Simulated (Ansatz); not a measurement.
Cartesian coordinates in Å:
```
O 3.2453 1.5196 1.2261
Si 1.6879 1.4714 0.7377
O 1.7780 1.0384 -0.8551
O 0.9130 2.8983 0.8080
O 0.8303 0.4312 1.6183
Ti -0.6195 -0.6772 1.5446
O -0.0971 -2.3595 1.2696
O -1.6393 -0.5239 3.0152
O -1.5039 -0.2779 0.0298
Si -1.4334 -0.6737 -1.5487
O -2.8861 -0.7274 -2.2784
O -0.8509 -2.2155 -1.5255
O -0.5050 0.3704 -2.3684
H 3.4113 1.4428 2.1666
H 2.5486 0.5164 -1.0893
H 1.2551 3.6122 0.2685
H -0.2224 -2.7405 0.3869
H -2.1161 -1.1739 3.5325
H -3.1932 0.0905 -2.6722
H -0.9001 -2.7076 -2.3461
H 0.2976 0.6858 -1.9203
```

Charge 0, multiplicity 1.

(1) List the r2SCAN/def2-TZVPP orbital energies in eV (Ansatz). (Estimate.)

## Answers

(1) The calculation gave: Occupied: -4856.75, -1792.51, -1792.31, -538.81, -516.33, -516.03, -515.98, -515.86, -515.77, -515.69, -515.67, -515.64, -515.53, -515.39, -448.92, -448.90, -448.88, -142.69, -142.49, -97.58, -97.57, -97.55, -97.37, -97.37, -97.35, -63.94, -40.09, -40.07, -39.97, -27.38, -27.08, -26.54, -26.37, -26.31, -25.90, -25.45, -25.23, -25.01, -24.94, -14.94, -14.71, -13.76, -13.51, -13.46, -13.13, -12.45, -12.21, -11.60, -11.53, -10.22, -10.21, -9.80, -9.58, -9.51, -9.41, -9.13, -9.04, -8.99, -8.88, -8.69, -8.62, -8.52, -8.31, -8.13, -8.07, -7.85, -7.75, -7.70, -7.53. Lowest empty: -2.42, -2.16, -1.25, -1.18, -0.72, -0.37, 0.51, 0.84.
